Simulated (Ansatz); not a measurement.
Relaxation of a periodic cell of 16 atoms, H$_{11}$NO$_{4}$ (contents 4 H2O + 1 NH3, density as packed 0.93 g/cm³ with natural masses), to a largest force component of 0.3 eV/Å in at most 15 steps.

These are results of DFT PBE-D3(BJ), scalar-relativistic, plane waves, PAW (Ansatz), not measurements. Settings: accuracy low, cutoff 420 eV, k mesh 1x1x1, fermi-dirac smearing 0.02 eV, no spin polarisation.

```xyz
16
Lattice="5.4175 0.0000 0.0000 0.0000 5.4175 0.0000 0.0000 0.0000 5.4175" Properties=species:S:1:pos:R:3
O 4.984 4.336 0.857
H 4.678 5.042 0.269
H 5.294 3.645 0.253
O 4.361 4.826 3.397
H 4.168 5.699 3.024
H 3.514 4.359 3.350
O 2.901 2.842 5.057
H 2.410 3.456 4.491
H 2.669 1.968 4.711
O 2.561 1.562 2.705
H 3.271 2.043 3.156
H 2.867 1.498 1.788
N 2.046 4.049 1.971
H 1.856 5.040 1.849
H 2.992 3.896 1.630
H 1.428 3.558 1.331
```

Question: Where does it end, and by what steps?

Answer: It converged. The threshold is loose, so the end isn't yet a minimum. Limits of this set-up: coarse k mesh, low accuracy level. After 14 steps the energy has fallen by 2.537 eV; H11 moved furthest, 1.84 Å.

| step | energy less start (eV) | largest force component (eV/Å) | accepted |
| --- | --- | --- | --- |
| 0 | 0.0000 | 1.123 | yes |
| 1 | -0.6002 | 1.724 | yes |
| 2 | -1.0068 | 1.566 | yes |
| 3 | -1.3644 | 1.186 | yes |
| 4 | -1.6201 | 0.880 | yes |
| 5 | -1.8406 | 0.718 | yes |
| 6 | -2.0034 | 1.482 | yes |
| 7 | -2.1350 | 0.686 | yes |
| 8 | -2.2197 | 0.505 | yes |
| 9 | -2.2708 | 0.786 | yes |
| 10 | -2.3233 | 0.458 | yes |
| 11 | -2.3609 | 0.799 | yes |
| 12 | -2.4153 | 0.487 | yes |
| 13 | -2.4691 | 0.409 | yes |
| 14 | -2.5372 | 0.279 | yes |

```xyz
16
Lattice="5.4175 0.0000 0.0000 0.0000 5.4175 0.0000 0.0000 0.0000 5.4175" Properties=species:S:1:pos:R:3
O 5.185 3.643 0.671
H 4.849 4.347 0.068
H 5.741 3.051 0.107
O 3.892 5.502 4.254
H 4.101 5.993 3.428
H 3.226 4.850 3.925
O 2.020 2.285 4.769
H 2.125 2.965 4.054
H 2.607 1.545 4.488
O 3.579 1.686 1.876
H 4.192 2.420 1.610
H 2.958 1.705 1.120
N 1.963 4.329 2.646
H 1.652 5.302 2.706
H 2.723 4.333 1.957
H 1.189 3.860 2.160
```

Whether the end is a true minimum wasn't checked by a vibrational analysis.

Run time: 12 s on 1 thread of Intel(R) Xeon(R) Platinum 8488C (Sapphire Rapids), on a shared host, peak memory 0.37 GiB.
